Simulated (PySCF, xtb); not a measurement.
C3H5BF2, SMILES FB1CC[C@@H]1F.

Harmonic wavenumbers (cm⁻¹) from xtb with GFN2-xTB at its own minimum, in rising order: 72, 154, 284, 385, 454, 564, 691, 735, 889, 941, 994, 1022, 1053, 1095, 1160, 1176, 1189, 1242, 1283, 1401, 1434, 1470, 2916, 3003, 3018, 3025, 3034.

Q: What does PBE-D3(BJ)/def2-SVP run with PySCF give at its own minimum? (The exact figures need the calculation; the answer reports its results.)

A: 92, 162, 297, 379, 510, 592, 684, 712, 861, 872, 883, 945, 1012, 1068, 1116, 1146, 1170, 1212, 1317, 1349, 1399, 1446, 2965, 2991, 3019, 3058, 3085. Paired by order, the mean absolute difference is 34 cm⁻¹ and the zero-point energies are 49.6 and 49.1 kcal/mol.
